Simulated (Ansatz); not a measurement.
Isolated molecules relaxed with PBE0-D4/def2-TZVP in Ansatz; ΔE leaves out vibrations. CBS: MP2 limit from def2 TZ/QZ plus the TZ coupled-cluster correction, frozen cores. DFT in def2-TZVPP. B3LYP here is the variant with VWN-RPA as its local correlation; programs differ in this. Elements past krypton have def2 core potentials. For Mo, W outer-core shells are correlated without core-valence functions, which leaves a few kJ/mol of doubt a bond. One conformer a species, not always the lowest.

Consider the redistribution: `[NH2][Mo]([NH2])(=[O])=[S]` + `[NH2][W](=[O])([OH])=[S]` → `[NH2][Mo](=[O])([OH])=[S]` + `[NH2][W]([NH2])(=[O])=[S]`.

Is it downhill or uphill in electronic energy at CCSD(T)/CBS, and by how much? (Estimate.)

Ansatz gave: Downhill: ΔE = -3.3 kJ/mol.

What do these levels give: PBE-D4, BLYP-D4, B97M-V, B3LYP-D4, r2SCAN0-D4, BHLYP-D4, CAM-B3LYP-D4, PBE, LC-ωPBE, HF/def2-SVP, HF/def2-TZVPP, CCSD/CBS(def2)? (Best estimate.)

Computed: PBE-D4 -2.7, BLYP-D4 -1.6, B97M-V -2.6, B3LYP-D4 -1.7, r2SCAN0-D4 -2.5, BHLYP-D4 -1.7, CAM-B3LYP-D4 -2.3, PBE -2.8, LC-ωPBE -3.9, HF/def2-SVP -1.9, HF/def2-TZVPP -1.8, CCSD/CBS(def2) -3.1 kJ/mol.

Largest T1 diagnostic among the species: 0.025, so the coupled-cluster value is less sure than usual.

Leaving LDA and LC-ωPBE aside and taking each functional with its dispersion term where it has one, the values, not all of them listed here, spread over 1.7 kJ/mol, from ωB97X-V to BLYP-D4.
